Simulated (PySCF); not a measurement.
H₃Si, SMILES [SiH3+], charge +1. Geometry optimised at PBE0-D3(BJ)/def2-TZVPD.

TDA-LC-ωPBE/def2-TZVPD (PySCF) puts the lowest singlet excitations at 5.78, 5.78, 10.71, 10.92, 10.92, 11.87 eV and the lowest triplet (TDA) at 4.96 eV.

What are the lowest singlet roots from EOM-CCSD/aug-cc-pVDZ (PySCF)? (The exact figures need the calculation; the answer reports its results.)

5.80, 5.80, 10.91, 10.91, 10.91, 12.03 eV; triplets 5.27, 5.27, 8.96 eV. S1 differs by 0.02 eV (second minus first; roots are paired by order, and the bases may differ).
